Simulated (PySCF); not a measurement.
C3H5N2, SMILES c1c[nH][nH+]c1, charge +1. Coordinates come from a TPSSh-D3(BJ)/def2-SVP optimisation. The isomer is the one that the SMILES or the coordinates give; other isomers of the formula were not compared.

Level of theory: TPSSh-D3(BJ)/def2-SVP (PySCF 2.14.0).

Harmonic wavenumbers (cm⁻¹): 483, 580, 620, 637, 802, 901, 915, 931, 951, 1073, 1074, 1131, 1202, 1249, 1339, 1465, 1511, 1565, 1590, 3275, 3280, 3294, 3575, 3587. Rotational constants (GHz): 9.199, 9.038, 4.559; symmetry number 2.

Q: Work out the zero-point energy and the ideal-gas rigid-rotor harmonic-oscillator thermochemistry at 298.15 K and 1 atm.

A: ZPE = ½ Σ hcν = ½ × 37029 cm⁻¹ = 52.94 kcal/mol. H − E(el) = 56.00 kcal/mol. Entropy in cal/(mol K): translation 38.62, rotation 22.88, vibration 3.04, total 64.54. G − E(el) = 36.76 kcal/mol. Cp = 16.42 cal/(mol K).
